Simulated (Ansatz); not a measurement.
Program: Ansatz. Geometries: PBE0-D4/def2-TZVP. ΔE: electronic, gas phase. CCSD(T)/CBS is the MP2 limit (def2-TZVPP, def2-QZVPP) plus CCSD(T) − MP2 in def2-TZVPP, frozen cores. This one scheme is used for every species. For Br, Na outer-core shells are correlated without core-valence functions, which leaves a few kJ/mol of doubt a bond. Scalar relativity is left out up to krypton.

Consider the ligand exchange at the Na–Br bond: `[Na][Br]` + H₂S → `[Na][SH]` + HBr.

| species | HF/def2-QZVPP energy (Eh) |
| --- | --- |
| `[Na][Br]` | -2734.40923 |
| H₂S | -398.71944 |
| `[Na][SH]` | -560.03164 |
| HBr | -2573.05135 |

Q: Work out ΔE.

A: ΔE = (-560.03164) + (-2573.05135) − (-2734.40923) − (-398.71944) = 0.04568 Eh = +28.7 kcal/mol. CCSD(T)/CBS gives +23.6 kcal/mol.

Largest T1 diagnostic among the species: 0.009.

Leaving LDA and LC-ωPBE aside and taking each functional with its dispersion term where it has one, the values, not all of them listed here, spread over 4.1 kcal/mol, from revPBE-D4 to BHLYP-D4. From BLYP to BHLYP (50 % exact exchange), in def2-TZVPP and without D4, ΔE moves by +3.7 kcal/mol. In def2-TZVPP, CCSD(T) changes the Hartree–Fock value by −5.1 kcal/mol (the triples alone add −0.7 kcal/mol) and MP2 by −4.9 kcal/mol.
